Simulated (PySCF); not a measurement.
## Working out the ionisation energy of Kr⁺

Kr⁺ [Ar] 3d10 4s2 4p5 (2P) → Kr²⁺ [Ar] 3d10 4s2 4p4 (3P). Computed with PySCF 2.14 in def2-SVP, with the non-relativistic Hamiltonian (point nucleus). Frozen: [Ar] 3d10. Energies in hartree (1 hartree = 27.21139 eV):

```json
{"part": "UHF", "Kr⁺ (lower)": "-2751.185325", "Kr²⁺ (upper)": "-2750.325540"}
{"part": "CCSD correlation", "Kr⁺ (lower)": "-0.115388", "Kr²⁺ (upper)": "-0.095994"}
{"part": "(T)", "Kr⁺ (lower)": "-0.001297", "Kr²⁺ (upper)": "-0.001084"}
```

**Question.** What does Hartree-Fock give?

**Answer.** (-2750.325540) − (-2751.185325) = 0.859785 hartree = 23.396 eV.

**Question.** What do CCSD and CCSD(T) give?

**Answer.** The CCSD correlation energies differ by 0.019394 hartree = 0.528 eV and the triples by 0.000213 hartree = 0.006 eV, so CCSD gives 23.924 eV and CCSD(T) 23.930 eV.

Reference: 24.360 eV (measured; NIST Atomic Spectra Database, ionization energies), between the lowest levels; spin-orbit coupling is absent from the calculation.

The calculation is non-relativistic.

A double-zeta basis recovers only part of the correlation energy.

What remains against the reference includes basis incompleteness, the frozen core and higher excitations.
